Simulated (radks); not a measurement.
Task: These are the eigenvalues of the occupied orbitals of an atom or ion with whole-number occupations (hartree). Calculated with a radial shooting solver on a logarithmic mesh with Libxc functionals: non-relativistic Kohn-Sham, PBE, spin-polarised, spherical densities, point nucleus.

orbital  eigenvalue
1s up     -24.36066
1s down   -24.33460
2s up      -1.12420
2s down    -1.06159
2p up      -0.43598
2p down    -0.37613

Which element is it, and in what charge state? The configuration may be excited. Open shells, if any, are filled with parallel spins first.

Result: Z = 9, fluorine, charge 0: F in [He] 2s2 2p5. The list shows which subshells hold electrons but not how many an open one holds; the 1s level, -24.361 hartree, gives Z - s = 7.0 by -(Z - s)^2/2, which with screening narrows Z to a few neighbours, and the depths of the outer levels then fix element, charge and occupations together.
